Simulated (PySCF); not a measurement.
**Two-component Hartree-Fock for Au³⁺ (gold, charge +3)**

Start: [Xe] 4f14 5d7 6p1; 5d3/2 filled at m_j = +1/2, +3/2; 5d5/2 filled at m_j = -3/2, -1/2, +1/2, +3/2, +5/2; 6p3/2 filled at m_j = +3/2. Calculated with PySCF 2.14 in x2c-TZVPall-2c with one added diffuse shell each of s, p, d type (12s12p11d2f, 117 functions): generalised Hartree-Fock with the X2C-1e Hamiltonian and a Gaussian nucleus; spin-orbit coupling (SO) screened by Boettger's factors. This is a chosen level, not necessarily the ground level.

```tsv
spinor shell	electrons	ε, screened SO (eV)	weight of nominal j (screened SO)	rms radius, screened SO (bohr)
1s1/2	2	-81188.7	1.000	0.0190
2s1/2	2	-14508.6	1.000	0.0768
2p1/2	2	-13891.1	1.000	0.0651
2p3/2	4	-12049.9	1.000	0.0731
3s1/2	2	-3525.1	1.000	0.196
3p1/2	2	-3248.4	1.000	0.188
3p3/2	4	-2836.0	1.000	0.204
3d3/2	4	-2382.0	1.000	0.179
3d5/2	6	-2293.7	1.000	0.183
4s1/2	2	-835.19	1.000	0.433
4p1/2	2	-716.17	1.000	0.438
4p3/2	4	-615.82	1.000	0.471
4d3/2	4	-420.83	1.000	0.485
4d5/2	6	-401.16	1.000	0.497
5s1/2	2	-169.60	1.000	0.990
4f5/2	6	-148.42	0.996	0.543
4f7/2	8	-144.41	0.997	0.544
5p1/2	2	-129.72	0.989	1.07
5p3/2	4	-109.60	0.994	1.15
5d3/2	2	-54.176	0.643	1.48
5d5/2	5	-52.827	0.489	1.49
6p3/2	1	-27.742	1.000	3.06
```

```csv
quantity,screened SO
E (hartree),-19024.14840
M_J,6
⟨J²⟩,42.009
⟨L²⟩,21.893
⟨S²⟩,5.497
```

Each row is a mean over spinors that exchange with the open shell spreads, by up to 8.935 eV (5p3/2).

Rows whose weight is well below 1 are mixtures of j = l ± 1/2: exchange outweighs spin-orbit coupling there, and the label is only the starting occupation.

Breit and QED terms are absent; they matter most for the inner s and p1/2 levels.

Densities and radii are taken from the X2C orbitals without a picture-change correction, which distorts them close to the nucleus.
